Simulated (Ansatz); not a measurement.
AlH5O2Si2. Charge 0, multiplicity 1.

Cartesian coordinates in Å:
```
Si 0.413 2.400 -0.133
Al -0.004 0.008 -0.013
O 0.894 -1.431 -0.406
Si -0.403 -2.333 0.126
O -1.319 -0.998 0.524
H -0.865 3.131 -0.334
H 1.337 2.702 -1.257
H 1.035 2.856 1.139
H -1.014 -3.156 -0.947
H -0.075 -3.180 1.300
```

Q: Give the diagnostics of a CCSD(T)/def2-TZVPP run (frozen core, Ansatz). (Estimate.)

A: The calculation gave: T1 = 0.0147, largest single amplitude 0.022, largest double 0.037, (T) share of the correlation energy 3.6 %, 10 CCSD cycles. The RHF solution is stable towards an unrestricted one. T1 lies under the customary mark of 0.02 for closed shells.
